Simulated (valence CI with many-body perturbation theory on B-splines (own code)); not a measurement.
**Missing levels of Sr16+**

Level of theory: configuration interaction combined with many-body perturbation theory (CI+MBPT): four valence electrons over a frozen Dirac-Fock core [Ar], a basis of 7 s, 7 p, 8 d, 6 f, 4 g, 1 h functions for each j, with the one-electron correlation potential Σ1, the two-electron term Σ2, the three-electron term Σ3, Breit, model QED; selected CI, second order for the rest, scaled by the run's own slope (own B-spline code, finite nucleus).

No measured levels were compared; by estimate terms of the open shell hold to 2 to 4 % of their energy, and close levels can change places. Only levels of the ground parity were solved; by the run's estimate the other parity begins above the list, which can be wrong where configurations are misplaced.

| Level | E (cm⁻¹) |
| --- | --- |
| 3d⁴ ⁵D_0 | 0.0 |
| 3d⁴ ⁵D_1 | ? |
| 3d⁴ ⁵D_2 | 9243 |
| 3d⁴ ⁵D_3 | 14809 |
| 3d⁴ ⁵D_4 | 20309 |
| 3d⁴ ³P_0 [a] | 55072 |
| 3d⁴ ³H_4 | ? |
| 3d⁴ ³P_1 [a] | ? |
| 3d⁴ ³H_5 | 70239 |
| 3d⁴ ³G_3 | 72292 |
| 3d⁴ ³F_2 [a] | ? |
| 3d⁴ ³H_6 | 74918 |
| 3d⁴ ³F_4 [a] | 79371 |
| 3d⁴ ³P_2 [a] | ? |
| 3d⁴ ³G_4 | 87792 |
| 3d⁴ ³F_3 [a] | 89211 |
| 3d⁴ ³G_5 | 95045 |
| 3d⁴ ³D_3 | 101160 |
| 3d⁴ ³D_2 | 104220 |
| 3d⁴ ¹I_6 | ? |

Names give the largest LS component (configuration and term), which can be under half, so a name can repeat, a term be missing and a line seem to break the LS rules; names also repeat where a configuration has a term twice. Letters in brackets count levels of one name in rising energy.

Problem. The levels stand in rising order. What does the calculation give for the missing energies?

Solution. 3d⁴ ⁵D_1 3981; 3d⁴ ³H_4 61832; 3d⁴ ³P_1 [a] 69860; 3d⁴ ³F_2 [a] 74543; 3d⁴ ³P_2 [a] 85916; 3d⁴ ¹I_6 106270.
